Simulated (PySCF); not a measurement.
C₃HBrClF, SMILES ClC(=C=CF)Br.

Geometry optimised at B3LYP-D3(BJ)/def2-SVP. This is a generated structure with no PubChem entry under its InChIKey; it may be hypothetical.

The numbers are results of TDDFT-B3LYP/def2-SVPD (PySCF 2.14.0), not measurements.

Vertical excitations. The molecule is in vacuum.

Computed excitation energies, oscillator strengths and character:
| state | energy (eV) | λ (nm) | f | main pairs |
|---|---|---|---|---|
| S1 | 4.61 | 269 | 0.000 | HOMO→LUMO 98 % |
| S2 | 5.03 | 247 | 0.000 | HOMO−1→LUMO+1 95 % |
| S3 | 5.35 | 232 | 0.002 | HOMO−1→LUMO 62 %, HOMO→LUMO+1 20 %, HOMO−2→LUMO 9 % |
| S4 | 5.40 | 230 | 0.001 | HOMO→LUMO+2 96 % |
| S5 | 5.76 | 215 | 0.074 | HOMO→LUMO+1 54 %, HOMO−2→LUMO 21 %, HOMO−1→LUMO+2 17 % |
| S6 | 5.95 | 209 | 0.001 | HOMO−1→LUMO+2 54 %, HOMO−2→LUMO 44 % |
| S7 | 6.00 | 207 | 0.000 | HOMO−2→LUMO+1 96 % |
| S8 | 6.13 | 202 | 0.000 | HOMO−3→LUMO 95 % |
| S9 | 6.46 | 192 | 0.140 | HOMO−3→LUMO+1 53 %, HOMO−4→LUMO 19 %, HOMO−1→LUMO 10 %, HOMO−2→LUMO 9 % |
| S10 | 6.53 | 190 | 0.173 | HOMO−2→LUMO+2 54 %, HOMO−3→LUMO+1 20 %, HOMO→LUMO+1 9 % |
| T1 | 3.87 | 320 | 0 | HOMO→LUMO+1 67 %, HOMO−1→LUMO 20 % |
| T2 | 4.02 | 308 | 0 | HOMO−1→LUMO 59 %, HOMO→LUMO+1 25 % |
| T3 | 4.24 | 292 | 0 | HOMO→LUMO 97 % |
| T4 | 4.70 | 264 | 0 | HOMO−1→LUMO+1 90 % |
Triplets are in the Tamm–Dancoff approximation, which puts them higher than full response would, so one can lie above its singlet here.
